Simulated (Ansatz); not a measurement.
Ansatz (a first-principles code) input (B3LYP/def2-TZVPP):

Ansatz 0.2 input:
```yaml
crystal:
  periodic: [false, false, false]
  atoms:
    - {symbol: O, position_ang: [0.00000000, 0.00000000, 0.00000000]}
basis:
  gaussian:
    orbitals: def2-TZVPP
hamiltonian:
  xc: {name: B3LYP}
magnetization: {spin_polarized: true, initial_magnetization: 2}
scf: {lower_state_search: full}
```

Output:

```
Functional definition: B3LYP
integrals: 0.00 GiB planned
151 factors; their error is unknown
mean field: 0.06 GiB planned
mean field evaluation 1: about -2043.2923 eV, gradient 8.1e0 eV
mean field evaluation 2: about -2043.3840 eV, gradient 5.2e0 eV
mean field evaluation 4: about -2043.4694 eV, gradient 4.3e-2 eV
mean field evaluation 8: about -2043.4736 eV, gradient 1.2e-3 eV
mean field evaluation 16: about -2042.9796 eV, gradient 1.1e1 eV
mean field evaluation 32: about -2043.4694 eV, gradient 1.6e-2 eV
mean field -2043.47362820 eV, -75.0962707203 hartree, gradient 8.3e-6 eV, S^2 2.003434; 2 other end points of the search recorded, 0 dependent functions left out
reference -2043.47373854 eV, -75.0962747752 hartree; 5, 3 occupied and 26, 28 virtual orbitals, 151 factors
Total energy: -2043.47373854 eV, -75.0962747752 hartree
```
